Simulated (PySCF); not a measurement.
# Distorted geometries of [Pr(NH3)2]3+

[Pr(NH3)2]3+ (singlet in the valence; each metal's 4f electrons, 2 of them, lie in its core potential, out of spins and levels; a saddle point, relaxed within its symmetry). PySCF 2.14.0, RKS PBE, Pr lcecp-1-SVP with ECP48, N def2-SVP, H def2-SVP; non-relativistic Hamiltonian with scalar-relativistic core potentials where named; density fitting; no spin-orbit coupling. Relaxed geometry:

```xyz
9

Pr    1.1751   -0.0467    0.0000
N    -0.1970    0.0091    2.0663
H     0.2713    0.4598    2.8907
H    -1.1100    0.5225    2.0122
H    -0.4822   -0.9248    2.4522
N    -0.1971    0.0056   -2.0664
H     0.2654   -0.4163   -2.9092
H    -1.1162   -0.4982   -2.0332
H    -0.4704    0.9584   -2.4126
```

Order these distorted geometries by energy above the relaxed one, lowest first.
A.
```xyz
9

Pr    1.2028   -0.0878   -0.0206
N    -0.1604   -0.0234    2.0315
H     0.2428    0.4306    2.9012
H    -1.1102    0.5744    2.0197
H    -0.4839   -0.9514    2.4369
N    -0.2057   -0.0510   -2.0359
H     0.2682   -0.3814   -2.9011
H    -1.1217   -0.4564   -2.0242
H    -0.4928    1.0160   -2.4075
```
B.
```xyz
9

Pr    1.3232   -0.2732   -0.1143
N    -0.1760   -0.0231    2.1716
H     0.2250    0.5112    2.8788
H    -1.1234    0.5688    2.2291
H    -0.4092   -0.8972    2.5071
N    -0.2236    0.0131   -2.1352
H     0.3231   -0.4168   -3.0945
H    -1.2189   -0.6276   -2.0299
H    -0.5812    1.2141   -2.4128
```
C.
```xyz
9

Pr    1.3178   -0.1732    0.2669
N    -0.2480    0.0091    1.9589
H     0.4628    0.2831    2.8591
H    -1.3323    0.6142    1.8240
H    -0.5134   -0.7916    2.4948
N    -0.1011   -0.0548   -2.0089
H     0.0223   -0.4696   -2.7395
H    -0.9255   -0.4559   -2.0363
H    -0.5435    1.1081   -2.6189
```

A (0.38 eV), B (1.93 eV), C (4.61 eV).

Which forces (eV/Å) act in the one that lies 4.61 eV up?


```
Pr    0.06  -0.03  -2.25
N    -0.50   3.04   1.55
H    -2.32   0.84  -1.95
H     3.61  -1.43   1.06
H    -1.42  -2.34   0.53
N     1.59  12.88   9.77
H     4.90  -6.65 -12.81
H    -7.67  -2.73   1.87
H     1.75  -3.59   2.24
```
Forces carry noise of the integration grid, about 0.01 to 0.03 eV/Å.

An lcecp potential fixes the number of 4f electrons, so in runs with it no electron can move into or out of that shell.
